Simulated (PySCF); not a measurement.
An equivalent PySCF input for Te²⁺ (tellurium, charge +2), [Kr] 4d10 5s2 5p2, high-spin 3P determinant, with the spin-free X2C one-electron Hamiltonian (Gaussian nucleus):

```python
from pyscf import gto, scf, dft, mp, cc
import basis_set_exchange as bse
mol = gto.M(atom="Te 0 0 0", charge=2, spin=2, symmetry="D2h",
            basis=gto.basis.parse(bse.get_basis("x2c-TZVPall", elements=["Te"], fmt="nwchem", header=False)),
            nucmod="G")
mf = dft.UKS(mol, xc="M062X").sfx2c1e()
mf.irrep_nelec = {'Ag': (9, 9), 'B1g': (2, 2), 'B2g': (2, 2), 'B3g': (2, 2), 'B1u': (4, 3), 'B2u': (4, 3), 'B3u': (3, 3)}
mf.kernel()
```

It reaches the same state as the run whose output follows, with an energy that differs only through the grid. The run itself started from symmetry-adapted Hartree-Fock orbitals and held the occupation by maximum overlap, on a logarithmic radial grid, so the iterations belong to that start.

```
SCF conv_tol = 1e-09
number electrons alpha = 26  beta = 24
XC functionals = M062X
    Y. Zhao and D. G. Truhlar.,  Theor. Chem. Acc. 120, 215 (2008)
    Y. Zhao and D. G. Truhlar.,  Theor. Chem. Acc. 120, 215 (2008)
cycle= 1 E= -6793.26714559526  delta_E= -0.00888  |g|= 0.0234  |ddm|= 0.244
cycle= 2 E= -6793.26730142488  delta_E= -0.000156  |g|= 0.0112  |ddm|= 0.0448
cycle= 3 E= -6793.26732197044  delta_E= -2.05e-05  |g|= 0.00274  |ddm|= 0.0125
cycle= 4 E= -6793.26732394967  delta_E= -1.98e-06  |g|= 0.000276  |ddm|= 0.00436
cycle= 5 E= -6793.26732399001  delta_E= -4.03e-08  |g|= 1.62e-05  |ddm|= 0.000851
cycle= 6 E= -6793.26732399012  delta_E= -1.08e-10  |g|= 1.14e-06  |ddm|= 1.83e-05
converged SCF energy = -6793.26732399012  <S^2> = 2.0050041  2S+1 = 3.0033342
```
